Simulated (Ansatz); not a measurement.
Consider the formal exchange of groups at the Si–O bond: `C=C(S)O[SiH3]` + `CC1C[SiH2]1` → `[SiH3]CC1C[SiH2]1` + `C=C(O)S`.

Program: Ansatz. Geometries: PBE0-D4/def2-TZVP. ΔE: electronic, gas phase. CCSD(T)/CBS is the MP2 limit (def2-TZVPP, def2-QZVPP) plus CCSD(T) − MP2 in def2-TZVPP, frozen cores. Functionals use def2-TZVPP. HSE06 is defined as in plane-wave codes. One conformer a species, not always the lowest.

```
      level  ΔE (kJ/mol)
LDA (SPW92)         76.6
    BLYP-D4         89.5
   HSE06-D4         80.8
     r2SCAN         87.7
```

Problem. What does CCSD(T)/CBS give? (An estimate is asked.)

Solution. Computed: +89.4 kJ/mol. The listed levels differ from it by -12.8, 0.1, -8.6, -1.7 kJ/mol.

Largest T1 diagnostic among the species: 0.013.

At CCSD(T), def2-SVP lies −3.1 kJ/mol from the extrapolated value and def2-TZVPP +0.2 kJ/mol. In def2-TZVPP, CCSD(T) changes the Hartree–Fock value by −16.7 kJ/mol (the triples alone add −2.1 kJ/mol) and MP2 by −14.5 kJ/mol.

CCSD(T)/CBS has its own doubt, a few kJ/mol and more with outer-core shells, so smaller differences from it don't rank the levels.
